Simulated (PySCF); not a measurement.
Correlation energy of V³⁺ (vanadium, charge +3)

Starting occupation: [Ar] 3d2, 3d5/2 with m_j = +3/2, +5/2. Computed with PySCF 2.14 in x2c-TZVPall-2c (6s7p4d1f, 54 functions), with X2C-1e with screened-nucleus spin-orbit coupling, Gaussian nucleus. Frozen: [Ne]; 10 electrons correlated.

MP2 pair energies summed by pair of shells (mhartree):

```tsv
pair	energy	share (%)
3p-3p	-116.43	54.5
3d-3p	-55.74	26.1
3p-3s	-24.60	11.5
3d-3s	-8.23	3.9
3s-3s	-5.49	2.6
3d-3d	-3.11	1.5
```

Total MP2 correlation energy: -213.60 mhartree.

The GHF reference relaxed away from the jj start to a determinant that is no pure jj level (⟨S²⟩ = 2.00, ⟨J²⟩ = 20.00); the energies belong to that determinant.

This basis was not built for core-valence correlation, so the inner-shell part is incomplete.
